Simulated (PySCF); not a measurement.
Selenium: a sound run and one with changed settings

Sound run: Se⁺ [Ar] 3d10 4s2 4p3, Se²⁺ [Ar] 3d10 4s2 4p2. Calculation: PySCF 2.14, in cc-pVTZ-PP with ECP10MDF; a scalar-relativistic core potential. In the sound run the correlated levels freeze 3s2 3p6 3d10 outside the core potential. The sound run starts from symmetry-adapted Hartree-Fock orbitals and uses a fine grid where one is needed.

A second run was set up differently.

| species | method | sound run (hartree) | changed run (hartree) | converged |
| --- | --- | --- | --- | --- |
| Se⁺ | UHF | -371.54804 | -371.54804 | yes |
| Se⁺ | LDA | -372.21273 | -372.21273 | yes |
| Se⁺ | B3LYP | -372.82787 | -372.82787 | yes |
| Se⁺ | MP2 | -371.62358 | -371.61772 | yes |
| Se⁺ | CCSD(T) | -371.64077 | -371.64077 | yes |
| Se²⁺ | UHF | -370.78217 | -370.78217 | yes |
| Se²⁺ | LDA | -371.42660 | -371.42660 | yes |
| Se²⁺ | B3LYP | -372.04740 | -372.04740 | yes |
| Se²⁺ | MP2 | -370.83917 | -370.83480 | yes |
| Se²⁺ | CCSD(T) | -370.85660 | -370.85660 | yes |

Ionisation energy of Se⁺:

```json
{"method": "UHF", "sound run (eV)": "20.840", "changed run (eV)": "20.840"}
{"method": "LDA", "sound run (eV)": "21.392", "changed run (eV)": "21.392"}
{"method": "B3LYP", "sound run (eV)": "21.238", "changed run (eV)": "21.238"}
{"method": "MP2", "sound run (eV)": "21.345", "changed run (eV)": "21.304"}
{"method": "SCS-MP2", "sound run (eV)": "21.194", "changed run (eV)": "21.165"}
{"method": "CCSD", "sound run (eV)": "21.310", "changed run (eV)": "21.310"}
{"method": "CCSD(T)", "sound run (eV)": "21.338", "changed run (eV)": "21.338"}
```

Task: What was changed?
A. all electrons correlated in a valence basis
B. radial grid too coarse
C. basis contracted for another Hamiltonian
D. level shift left on

Result: D. It used initial guess atom, at most 50 SCF cycles, level shift 0.1 hartree. A level shift leaves the converged SCF energy unchanged but raises the virtual orbital energies, which shrinks MP2 if it is not removed.
